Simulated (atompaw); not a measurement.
## Plane-wave convergence, PAW (atompaw) potential for europium

atompaw 4.2.0.5 input, output lines left out:

```
Eu 63
LDA-PW scalarrelativistic loggrid 2001 logderivrange -5 5 251
6 6 5 4 0 0
6 0 1.5
6 1 0
5 2 0.5
4 3 7
0 0 0
c
c
c
c
v
v
c
c
c
v
v
c
c
v
v
3
2.45 2.15 2.15 1.55
n
n
y
3.15
n
y
0.55
n
custom polynom vanderbiltortho gaussian
bessel
2.00
2.45
1.75
2.45
0.85
0.85
0.95
0.95
```

The pseudo-atom Hamiltonian at the reference potential is diagonalised in spherical Bessel functions j_l(qr) that vanish at 20 bohr, with q² up to the cutoff. All-electron valence levels (Ry): 5s -3.2478, 6s -0.2630, 5p -1.7128, 6p -0.0858, 5d -0.1032, 4f -0.1733.

Problem. How do the lowest levels (Ry) of each channel move with the cutoff, and are there ghosts?

Solution.

| cutoff (Ry) | s #1 | s #2 | s #3 | p #1 | p #2 | d #1 | f #1 | Σ f·Δε (mRy) |
| --- | --- | --- | --- | --- | --- | --- | --- | --- |
| 8 | -3.2348 | -0.2627 | 0.0011 | -1.5394 | -0.0825 | -0.0320 | 0.0911 | 2952.7 |
| 15 | -3.2473 | -0.2630 | 0.0010 | -1.7116 | -0.0856 | -0.0348 | 0.0911 | 1892.2 |
| 25 | -3.2477 | -0.2630 | 0.0010 | -1.7125 | -0.0857 | -0.0353 | 0.0911 | 1885.9 |
| 35 | -3.2478 | -0.2630 | 0.0010 | -1.7127 | -0.0857 | -0.0381 | 0.0911 | 1882.6 |
| 50 | -3.2478 | -0.2630 | 0.0010 | -1.7128 | -0.0857 | -0.0495 | 0.0911 | 1876.7 |
| 70 | -3.2478 | -0.2630 | 0.0010 | -1.7128 | -0.0857 | -0.0732 | 0.0910 | 1864.3 |
| 100 | -3.2478 | -0.2630 | 0.0010 | -1.7128 | -0.0857 | -0.0987 | -0.0987 | 523.6 |
| 140 | -3.2478 | -0.2630 | 0.0010 | -1.7128 | -0.0857 | -0.1027 | -0.1642 | 63.4 |
| 180 | -3.2478 | -0.2630 | 0.0010 | -1.7128 | -0.0857 | -0.1029 | -0.1676 | 39.0 |
| 260 | -3.2478 | -0.2630 | 0.0010 | -1.7128 | -0.0857 | -0.1032 | -0.1726 | 3.8 |
| 400 | -3.2478 | -0.2630 | 0.0010 | -1.7128 | -0.0857 | -0.1032 | -0.1732 | 0.0 |

Result: no extra level below or beside the all-electron valence levels (s, p, d, f tested); 10 mRy is reached at 230 Ry and 1 mRy at over 300 Ry.
